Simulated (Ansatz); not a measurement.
A made-up structure of LiSi₂H₃O, closed shell:

```json
{"atom": "Li1", "x (Å)": "-1.9738", "y (Å)": "-0.6564", "z (Å)": "-0.4790"}
{"atom": "O2", "x (Å)": "-0.6209", "y (Å)": "-0.8801", "z (Å)": "-1.6259"}
{"atom": "Si3", "x (Å)": "0.4485", "y (Å)": "0.0077", "z (Å)": "-0.9015"}
{"atom": "Si4", "x (Å)": "-0.2788", "y (Å)": "0.3706", "z (Å)": "1.2488"}
{"atom": "H5", "x (Å)": "1.4753", "y (Å)": "0.6070", "z (Å)": "-1.8240"}
{"atom": "H6", "x (Å)": "-0.3388", "y (Å)": "-1.0791", "z (Å)": "-2.5324"}
{"atom": "H7", "x (Å)": "0.5948", "y (Å)": "1.4502", "z (Å)": "1.8119"}
```

It is relaxed with PBE-D4/def2-SVP and then PBE0-D4/def2-TZVP (Ansatz 0.2.0). Atoms count as bonded within 1.22 times the sum of their covalent radii (H–H: 0.88 Å). The end point is not checked to be a true minimum.

(1) Does its bonding change? (A judgement: the text doesn't fix the answer.)

## Answers

(1) Computed: No: no bond forms or breaks.

Where it ends: The first stage lowers the energy by 1.02 eV in 12 steps. It ends as LiSi₂H₃O ([OH]1[Li]2[SiH][SiH]12):
```
atom    x (Å)    y (Å)    z (Å)
 Li1  -1.9638  -0.4109  -0.4925
  O2  -0.6382  -0.7826  -1.7472
 Si3   0.4627   0.1824  -0.8010
 Si4  -0.2484   0.1529   1.2486
  H5   1.4106   0.7547  -1.8073
  H6  -0.2924  -1.4212  -2.3714
  H7   0.5758   1.3447   1.6687
```

Labels in which every atom is bracketed show which atoms are joined, not bond orders.

For scale, one of the runs: PBE0-D4/def2-TZVP relaxation, 137 basis functions, launched by `ansatz run in.yaml --threads 2 --pin off --events-out ev --progress --plain --max-ram 4352MiB`. Hardware: 2 CPU threads of an Arm Neoverse V1, shared host. Wall time about 43 s.
